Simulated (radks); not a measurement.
Values are calculated unless marked as measured or tabulated.
Problem. Species: Sr I. Configuration: [Kr] 5s2. Level of theory: Dirac Kohn-Sham, PBE, spin-unpolarised, spherical densities, finite nucleus; Fermi nuclear charge, rms radius 4.224 fm (a radial shooting solver on a logarithmic mesh with Libxc functionals). Some entries of the table are withheld. Estimate them.

| orbital | occ. | eigenvalue (hartree) | <r^2> (bohr^2) | <1/r> (bohr^-1) |
|---|---|---|---|---|
| 1s1/2 | 2 | -585.4391 | 0.002067 | 39.00 |
| 2s1/2 | 2 | (1) | 0.03501 | 8.780 |
| 2p1/2 | 2 | -72.13006 | 0.02669 | 8.751 |
| 2p3/2 | 4 | -69.61612 | 0.02810 | 8.411 |
| 3s1/2 | 2 | -12.25978 | 0.2779 | 2.934 |
| 3p1/2 | 2 | -9.67066 | 0.2821 | 2.825 |
| 3p3/2 | 4 | -9.28528 | 0.2940 | 2.743 |
| 3d3/2 | 4 | -4.74204 | 0.3003 | 2.520 |
| 3d5/2 | 6 | -4.67479 | 0.3046 | 2.499 |
| 4s1/2 | 2 | (2) | 2.094 | 0.9922 |
| 4p1/2 | 2 | -0.86741 | 2.753 | 0.8627 |
| 4p3/2 | 4 | -0.82478 | 2.876 | 0.8414 |
| 5s1/2 | 2 | -0.12957 | 21.41 | 0.2926 |

Solution. 
(1) 2s1/2 eigenvalue (hartree): -79.25964
(2) 4s1/2 eigenvalue (hartree): -1.50242
